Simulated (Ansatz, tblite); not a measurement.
Cost and result up the ladder for (CuOH)2 ring (Cu₂O₂H₂) (6 atoms). Charge 0, multiplicity 1. Geometry: PBE-D4/def2-SVP.

```xyz
6

Cu   -0.278    1.055   -0.295
O     1.553    0.463    0.192
Cu    0.279   -1.055    0.293
O    -1.553   -0.463   -0.191
H     2.154    0.408   -0.577
H    -2.153   -0.407    0.578
```

Ansatz on 4 threads of Arm Neoverse V2 on a shared host; xTB runs through tblite on one thread. Times are rough, summed over both states, and most runs start from the orbitals of an earlier one. No level here is sound enough to serve as a yardstick. The other state is a triplet.

The xTB rows come from tblite.

xTB has no spin-polarisation term.

```tsv
level	functions	wall time	vertical triplet (eV)
GFN2-xTB	28	0.005 s	3.98
GFN1-xTB	30	0.006 s	3.33
PBE-D4/def2-TZVP	164	5.9 s	1.60
r2SCAN-D4/def2-TZVP (with forces)	164	24 s	1.61
```
